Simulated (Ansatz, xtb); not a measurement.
## A geometry optimisation of CH2AlGaN with r2SCAN-D4/def2-SVP

The starting geometry of this gas-phase doublet was built from a drawn formula by distance geometry; its bonds are those of `[GaH][Al]1[CH]=[N]1`.

```yaml
atoms:
  - { symbol: C, position_ang: [0.3297, -1.0403, 0.3199] }
  - { symbol: Al, position_ang: [-0.8846, -2.4903, -0.1902] }
  - { symbol: Ga, position_ang: [-2.4929, -4.1449, 0.8088] }
  - { symbol: N, position_ang: [-0.4837, -0.6962, -0.5685] }
  - { symbol: H, position_ang: [-3.5172, -4.2502, -0.4331] }
  - { symbol: H, position_ang: [1.1414, -0.6502, 0.9232] }
```

Question: Predict what becomes of its bonds when it is optimised with r2SCAN-D4/def2-SVP.

Answer: It rearranges to `[CH]1=[N][GaH][Al]1`. Distances that change by over a tenth: Al2–N4 (1.88 → 2.23 Å). Contacts that close: Ga3–N4 (4.22 → 1.98 Å).

The energy falls by 1.31 eV over 32 steps:

```csv
step,E − E(last) (eV)
1,1.310
4,1.013
8,0.886
11,0.812
15,0.744
18,0.731
22,0.637
25,0.113
29,0.001
32,0.000
```

Final geometry (Å):

```xyz
6

C     0.0640   -1.3372    0.1845
Al    0.2881   -3.3091    0.4809
Ga   -2.2721   -3.2224    0.5428
N    -1.1558   -1.6414    0.1442
H    -3.3036   -3.4503   -0.6267
H     0.4722   -0.3117    0.1342
```

From the same start GFN2-xTB ends elsewhere, differing in Al2–N4 (1.93 against 2.23 Å here), Ga3–N4 (4.49 against 1.98 Å here), Ga3–H5 (2.07 against 1.58 Å here).

No frequencies were run, so the end isn't proven a minimum. Open shells are spin-unrestricted. Run with Ansatz 0.2.0, 3.6 min on 2 threads of Intel(R) Xeon(R) Platinum 8259CL CPU @ 2.50GHz (Skylake/Cascade Lake), with other jobs on the host.
